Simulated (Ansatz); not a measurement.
Ansatz (an electronic-structure program) input:

Ansatz 0.2 input:
```yaml
crystal:
  periodic: [false, false, false]
  atoms:
    - {symbol: Si, position_ang: [-0.07495004, -0.09291417, 0.58293665]}
    - {symbol: O, position_ang: [-0.94612810, 1.16430698, 0.00996850]}
    - {symbol: O, position_ang: [-0.70421688, -1.46147913, -0.02744002]}
    - {symbol: O, position_ang: [1.46993333, 0.17855581, 0.08374904]}
    - {symbol: H, position_ang: [-0.53401644, 2.02277909, -0.03074681]}
    - {symbol: H, position_ang: [-1.27581986, -1.40894819, -0.79513340]}
    - {symbol: H, position_ang: [2.10705682, -0.52840109, 0.12637293]}
basis:
  gaussian:
    orbitals: def2-TZVP
hamiltonian:
  xc: b3lyp
  dispersion: d3bj
magnetization: {spin_polarized: true, initial_magnetization: 1}
relax: {f_tol: 0.002, max_steps: 150}
```

Q: Which total energy does the run end on?

A: -517.21188 Eh (B3LYP-D3(BJ)/def2-TZVP). The basis has 148 functions.

It need not be the lowest isomer of its formula.
